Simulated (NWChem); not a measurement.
Program: NWChem. System: F₃Si, charge 0, spin multiplicity 2, at a geometry optimised with UB3LYP/def2-SVP. The structure started from a generated list of species. Its SCF solution wasn't tested for a lower state. Level: UHF/def2-TZVP.

Input file:

```
start mol
memory heap 200 mb stack 900 mb global 1100 mb
geometry units angstroms nocenter noautoz
  F      0.751998    -0.200187     1.303211
  Si     0.000818     0.382944     0.000000
  F      0.751998    -0.200187    -1.303211
  F     -1.505268    -0.195317     0.000000
  symmetry group Cs
end
basis spherical
  * library def2-tzvp
end
scf
  uhf
  nopen 1
  maxiter 100
  thresh 1e-7
  semidirect memsize 60000000 filesize 0
  # guess.movecs holds the orbitals of an unrestricted PBE0 run
  vectors input guess.movecs output mol.movecs
end
task scf energy
```

Output (cleaned and shortened):

```
             Northwest Computational Chemistry Package (NWChem) 7.3.0
             --------------------------------------------------------

                                NWChem Input Module
                                -------------------

 Scaling coordinates for geometry "geometry" by  1.889725989
 (inverse scale =  0.529177249)

 Turning off AUTOSYM since
 SYMMETRY directive was detected!

                             Geometry "geometry" -> ""
                             -------------------------

 Output coordinates in angstroms (scale by  1.889725989 to convert to a.u.)

  No.       Tag          Charge          X              Y              Z
 ---- ---------------- ---------- -------------- -------------- --------------
    1 F                    9.0000     0.75199800    -0.20018700     1.30321100
    2 Si                  14.0000     0.00081800     0.38294400     0.00000000
    3 F                    9.0000     0.75199800    -0.20018700    -1.30321100
    4 F                    9.0000    -1.50526800    -0.19531700     0.00000000

 Effective nuclear repulsion energy (a.u.)     173.3243375599

            Nuclear Dipole moment (a.u.)
            ----------------------------
        X                 Y               Z
 ---------------- ---------------- ----------------
     0.0000075589    -0.0000056692     0.0000000000

      Symmetry information
      --------------------

 Group name             Cs
 Group number              2
 Group order               2
 No. of unique centers     3

      Symmetry unique atoms

     1    2    4


 Summary of "ao basis" -> "" (spherical)
 ------------------------------------------------------------------------------
       Tag                 Description            Shells   Functions and Types
 ---------------- ------------------------------  ------  ---------------------
 *                         def2-tzvp                  on all atoms

 Summary of "ao basis" -> "ao basis" (spherical)
 ------------------------------------------------------------------------------
       Tag                 Description            Shells   Functions and Types
 ---------------- ------------------------------  ------  ---------------------
 F                         def2-tzvp                11       31   5s3p2d1f
 Si                        def2-tzvp                13       37   5s5p2d1f

                                 NWChem SCF Module
                                 -----------------

  ao basis        = "ao basis"
  functions       =   130
  atoms           =     4
  alpha electrons =    21
  beta  electrons =    20
  charge          =   0.00
  wavefunction    = UHF
  use symmetry    = T
  symmetry adapt  = T

 Summary of "ao basis" -> "ao basis" (spherical)
 ------------------------------------------------------------------------------
       Tag                 Description            Shells   Functions and Types
 ---------------- ------------------------------  ------  ---------------------
 F                         def2-tzvp                11       31   5s3p2d1f
 Si                        def2-tzvp                13       37   5s5p2d1f

      Symmetry analysis of basis
      --------------------------

        a'         77
        a"         53

 Forming initial guess at       0.1s

   Symmetry analysis of molecular orbitals - initial alpha
   -------------------------------------------------------

  Numbering of irreducible representations:

     1 a'          2 a"

  Orbital symmetries:

     1 a'          2 a'          3 a"          4 a'          5 a'
     6 a'          7 a'          8 a"          9 a'         10 a'
    11 a"         12 a'         13 a'         14 a"         15 a'
    16 a"         17 a'         18 a'         19 a"         20 a"
    21 a'         22 a"         23 a'         24 a'         25 a'
    26 a'         27 a"         28 a'         29 a'         30 a"
    31 a'

   Symmetry analysis of molecular orbitals - initial beta
   ------------------------------------------------------

  Numbering of irreducible representations:

     1 a'          2 a"

  Orbital symmetries:

     1 a'          2 a'          3 a"          4 a'          5 a'
     6 a'          7 a"          8 a'          9 a'         10 a'
    11 a"         12 a'         13 a'         14 a"         15 a'
    16 a"         17 a'         18 a'         19 a"         20 a"
    21 a'         22 a"         23 a'         24 a'         25 a'
    26 a'         27 a"         28 a'         29 a'         30 a"
    31 a'

 Starting SCF solution at       0.1s

 ----------------------------------------------
         Quadratically convergent UHF

 Convergence threshold     :          1.000E-07
 Maximum no. of iterations :          100
 Integral*density screening:          1.000E-09
 ----------------------------------------------

              iter       energy          gnorm     gmax       time
             ----- ------------------- --------- --------- --------
                 1     -587.5284091868  7.94D-01  1.97D-01      2.4
                 2     -587.5566187278  1.15D-01  2.18D-02      2.7
                 3     -587.5582362223  1.03D-02  4.24D-03      3.4
                 4     -587.5582750097  7.85D-05  1.30D-05      4.8
                 5     -587.5582750116  6.14D-09  1.22D-09      7.1

       Final UHF  results
       ------------------

         Total SCF energy =   -587.558275011583
      One electron energy =  -1164.348778128580
      Two electron energy =    403.466165557048
 Nuclear repulsion energy =    173.324337559949

                       Sz =      0.5000
                 Sz(Sz+1) =      0.7500
[...]
   15   -0.7058
   16   -0.6895
   17   -0.6895
   18   -0.6696
   19   -0.6696
   20   -0.6570
   21    0.0162
   22    0.1591
   23    0.1591
   24    0.1795
   25    0.3032
   26    0.3534
   27    0.3534
   28    0.3906
   29    0.4940
   30    0.5000
   31    0.5000

                    UHF Final Alpha Molecular Orbital Analysis
                    ------------------------------------------

 Vector   19  Occ=1.000000D+00  E=-6.748415D-01  Symmetry=a"
              MO Center=  4.4D-01, -1.6D-01,  1.6D-11, r^2= 2.5D+00
   Bfn.  Coefficient  Atom+Function         Bfn.  Coefficient  Atom+Function
  ----- ------------  ---------------      ----- ------------  ---------------
     7      0.228234  1 F  py                 8      0.227810  1 F  pz
    75     -0.228234  3 F  py                76      0.227810  3 F  pz
    10      0.202362  1 F  py                78     -0.202362  3 F  py
    11      0.199759  1 F  pz                79      0.199759  3 F  pz
   107      0.176297  4 F  pz               110      0.156307  4 F  pz

 Vector   20  Occ=1.000000D+00  E=-6.595507D-01  Symmetry=a"
              MO Center= -3.2D-04, -1.9D-01,  5.0D-14, r^2= 2.7D+00
   Bfn.  Coefficient  Atom+Function         Bfn.  Coefficient  Atom+Function
  ----- ------------  ---------------      ----- ------------  ---------------
   107      0.288579  4 F  pz               110      0.254217  4 F  pz
     6      0.249927  1 F  px                74     -0.249927  3 F  px
     9      0.220168  1 F  px                77     -0.220168  3 F  px
   113      0.151649  4 F  pz

 Vector   21  Occ=1.000000D+00  E=-4.372092D-01  Symmetry=a'
              MO Center=  2.1D-03,  1.0D+00,  1.1D-13, r^2= 1.7D+00
   Bfn.  Coefficient  Atom+Function         Bfn.  Coefficient  Atom+Function
  ----- ------------  ---------------      ----- ------------  ---------------
    36      0.445619  2 Si s                 35      0.426231  2 Si s
    47      0.421397  2 Si py                34     -0.236652  2 Si s

 Vector   22  Occ=0.000000D+00  E= 1.273484D-01  Symmetry=a"
              MO Center= -1.8D-01,  8.6D-01,  2.8D-09, r^2= 4.7D+00
   Bfn.  Coefficient  Atom+Function         Bfn.  Coefficient  Atom+Function
  ----- ------------  ---------------      ----- ------------  ---------------
    51      1.215606  2 Si pz                 5     -0.412549  1 F  s
    73      0.412549  3 F  s                113     -0.192726  4 F  pz
    58      0.169796  2 Si d -1

 Vector   23  Occ=0.000000D+00  E= 1.273519D-01  Symmetry=a'
              MO Center=  1.9D-01,  8.6D-01, -1.6D-09, r^2= 4.7D+00
   Bfn.  Coefficient  Atom+Function         Bfn.  Coefficient  Atom+Function
  ----- ------------  ---------------      ----- ------------  ---------------
    49      1.215629  2 Si px               104      0.476414  4 F  s
     5     -0.238188  1 F  s                 73     -0.238188  3 F  s
    57      0.169621  2 Si d -2

 Vector   24  Occ=0.000000D+00  E= 1.729006D-01  Symmetry=a'
              MO Center= -8.8D-04, -4.1D-01, -2.3D-13, r^2= 5.4D+00
   Bfn.  Coefficient  Atom+Function         Bfn.  Coefficient  Atom+Function
  ----- ------------  ---------------      ----- ------------  ---------------
    50     -1.319785  2 Si py                36      1.280783  2 Si s
     5     -0.581463  1 F  s                 73     -0.581463  3 F  s
   104     -0.581430  4 F  s                111     -0.228685  4 F  px
    14      0.198202  1 F  pz                82     -0.198202  3 F  pz

                     UHF Final Beta Molecular Orbital Analysis
                     -----------------------------------------

 Vector   18  Occ=1.000000D+00  E=-6.696195D-01  Symmetry=a'
              MO Center= -5.6D-01, -1.6D-01,  4.7D-12, r^2= 2.4D+00
   Bfn.  Coefficient  Atom+Function         Bfn.  Coefficient  Atom+Function
  ----- ------------  ---------------      ----- ------------  ---------------
   106      0.309973  4 F  py               109      0.275586  4 F  py
   105     -0.212059  4 F  px               108     -0.185099  4 F  px
   112      0.163824  4 F  py                 6     -0.154694  1 F  px
     7     -0.154424  1 F  py                74     -0.154694  3 F  px
    75     -0.154424  3 F  py

 Vector   19  Occ=1.000000D+00  E=-6.696180D-01  Symmetry=a"
              MO Center=  5.6D-01, -1.6D-01, -5.1D-12, r^2= 2.4D+00
   Bfn.  Coefficient  Atom+Function         Bfn.  Coefficient  Atom+Function
  ----- ------------  ---------------      ----- ------------  ---------------
     7      0.267974  1 F  py                75     -0.267974  3 F  py
    10      0.238256  1 F  py                78     -0.238256  3 F  py
     8      0.193265  1 F  pz                76      0.193265  3 F  pz
    11      0.169187  1 F  pz                79      0.169187  3 F  pz

 Vector   20  Occ=1.000000D+00  E=-6.569858D-01  Symmetry=a"
              MO Center= -3.2D-04, -1.9D-01,  1.4D-13, r^2= 2.7D+00
   Bfn.  Coefficient  Atom+Function         Bfn.  Coefficient  Atom+Function
  ----- ------------  ---------------      ----- ------------  ---------------
   107      0.288009  4 F  pz               110      0.254084  4 F  pz
     6      0.249434  1 F  px                74     -0.249434  3 F  px
     9      0.220053  1 F  px                77     -0.220053  3 F  px
   113      0.152723  4 F  pz

 Vector   21  Occ=0.000000D+00  E= 1.621211D-02  Symmetry=a'
              MO Center=  2.6D-03,  1.2D+00,  2.1D-13, r^2= 2.3D+00
   Bfn.  Coefficient  Atom+Function         Bfn.  Coefficient  Atom+Function
  ----- ------------  ---------------      ----- ------------  ---------------
    36      1.137119  2 Si s                 50      0.360973  2 Si py
     5     -0.263196  1 F  s                 73     -0.263196  3 F  s
   104     -0.263196  4 F  s                 35      0.222086  2 Si s
    34     -0.216502  2 Si s

 Vector   22  Occ=0.000000D+00  E= 1.590686D-01  Symmetry=a"
              MO Center= -1.8D-01,  7.4D-01,  6.3D-12, r^2= 5.8D+00
   Bfn.  Coefficient  Atom+Function         Bfn.  Coefficient  Atom+Function
  ----- ------------  ---------------      ----- ------------  ---------------
    51      1.445339  2 Si pz                 5     -0.581708  1 F  s
    73      0.581708  3 F  s                113     -0.208024  4 F  pz

 Vector   23  Occ=0.000000D+00  E= 1.590713D-01  Symmetry=a'
              MO Center=  1.8D-01,  7.4D-01, -6.6D-12, r^2= 5.8D+00
   Bfn.  Coefficient  Atom+Function         Bfn.  Coefficient  Atom+Function
  ----- ------------  ---------------      ----- ------------  ---------------
    49      1.445360  2 Si px               104      0.671761  4 F  s
     5     -0.335838  1 F  s                 73     -0.335838  3 F  s

 center of mass
 --------------
 x =  -0.00002848 y =  -0.01342320 z =   0.00000000

 moments of inertia (a.u.)
 ------------------
         253.110270143150           0.448805586014           0.000000000000
           0.448805586014         460.905231248474           0.000000000000
           0.000000000000           0.000000000000         253.118201106577

  Mulliken analysis of the total density
  --------------------------------------

    Atom       Charge   Shell Charges
 -----------   ------   -------------------------------------------------------
    1 F    9     9.38   0.77  1.20  0.59  1.01  0.34  2.24  2.30  0.92  0.00  0.01  0.00
    2 Si  14    12.86   2.00  0.58  1.39  0.73  0.28  4.11  1.73  0.49  0.72  0.11  0.31  0.24  0.16
    3 F    9     9.38   0.77  1.20  0.59  1.01  0.34  2.24  2.30  0.92  0.00  0.01  0.00
    4 F    9     9.38   0.77  1.20  0.59  1.01  0.34  2.24  2.30  0.92  0.00  0.01  0.00

  Mulliken analysis of the alpha density
  --------------------------------------

    Atom       Charge   Shell Charges
 -----------   ------   -------------------------------------------------------
    1 F    9     4.71   0.39  0.60  0.30  0.51  0.17  1.13  1.16  0.45  0.00  0.00  0.00
    2 Si  14     6.88   1.00  0.30  0.69  0.47  0.26  2.06  0.86  0.28  0.50  0.09  0.16  0.14  0.08
    3 F    9     4.71   0.39  0.60  0.30  0.51  0.17  1.13  1.16  0.45  0.00  0.00  0.00
    4 F    9     4.71   0.39  0.60  0.30  0.51  0.17  1.13  1.16  0.45  0.00  0.00  0.00

   Mulliken analysis of the beta density
   -------------------------------------

    Atom       Charge   Shell Charges
 -----------   ------   -------------------------------------------------------
    1 F    9     4.68   0.39  0.60  0.29  0.51  0.17  1.10  1.14  0.47  0.00  0.00  0.00
    2 Si  14     5.97   1.00  0.29  0.70  0.25  0.02  2.05  0.87  0.21  0.23  0.02  0.14  0.10  0.08
    3 F    9     4.68   0.39  0.60  0.29  0.51  0.17  1.10  1.14  0.47  0.00  0.00  0.00
    4 F    9     4.68   0.39  0.60  0.29  0.51  0.17  1.10  1.14  0.47  0.00  0.00  0.00

   Mulliken analysis of the spin density
   -------------------------------------

    Atom       Charge   Shell Charges
 -----------   ------   -------------------------------------------------------
    1 F    9     0.03   0.00 -0.00  0.00  0.00 -0.01  0.03  0.02 -0.02  0.00 -0.00  0.00
    2 Si  14     0.91   0.00  0.01 -0.01  0.22  0.24  0.01 -0.01  0.06  0.27  0.06  0.02  0.03  0.00
    3 F    9     0.03   0.00 -0.00  0.00  0.00 -0.01  0.03  0.02 -0.02  0.00 -0.00  0.00
    4 F    9     0.03   0.00 -0.00  0.00  0.00 -0.01  0.03  0.02 -0.02  0.00 -0.00  0.00

       Multipole analysis of the density wrt the origin
       ------------------------------------------------

     L   x y z        total         alpha         beta         nuclear
     -   - - -        -----         -----         ----         -------
     0   0 0 0     -0.000000    -21.000000    -20.000000     41.000000

     1   1 0 0      0.001389     -0.001571      0.002953      0.000008
     1   0 1 0      0.656048     -0.727241      1.383294     -0.000006
     1   0 0 1     -0.000000     -0.000000      0.000000      0.000000

     2   2 0 0    -21.747522    -66.296469    -64.623893    109.172839
     2   1 1 0      0.006787      0.104445      0.114101     -0.211759
     2   1 0 1     -0.000000     -0.000000      0.000000      0.000000
     2   0 2 0    -18.608658    -17.959727    -11.782549     11.133618
     2   0 1 1      0.000000      0.000000      0.000000      0.000000
     2   0 0 2    -21.747376    -66.294497    -64.621959    109.169080

 Task  times  cpu:        7.2s     wall:        7.2s

 Total times  cpu:        7.2s     wall:        7.2s
```
